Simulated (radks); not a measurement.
Results of a calculation; reference values are marked as such.
Excited configurations of O: one electron is placed in a higher orbital outside [He] 2s2 2p3. The ground configuration is [He] 2s2 2p4. Code: a radial shooting solver on a logarithmic mesh with Libxc functionals. Model: scalar-relativistic Kohn-Sham, r2SCAN, spin-polarised, spherical densities, finite nucleus; open shells are filled with parallel spins first; meta-GGA in the generalised Kohn-Sham scheme; Fermi nuclear charge, rms radius 2.6991 fm. Excitation = E - E(ground); binding = E(ion) - E, where the ion is the core of charge +1; n* = 1/sqrt(2 binding) in atomic units, and the quantum defect is n - n*.

outer orbital  excitation (eV)  binding (eV)  quantum defect  <r> (bohr)
3s                       8.458         4.428           1.247       4.733
3p                      10.060         2.826           0.806       6.363
3d                      11.385         1.501          -0.011       10.61
4p                      11.468         1.418           0.902       14.07
5s                      11.864         1.022           1.351       20.49

The Delta-SCF ionisation energy is 12.886 eV (NIST Atomic Spectra Database: 13.618 eV, measured). Self-interaction in the functional shifts the binding energies and quantum defects, so they are the method's values and not measured ones. Open shells are spherical and high-spin; term and fine-structure splittings are not resolved.
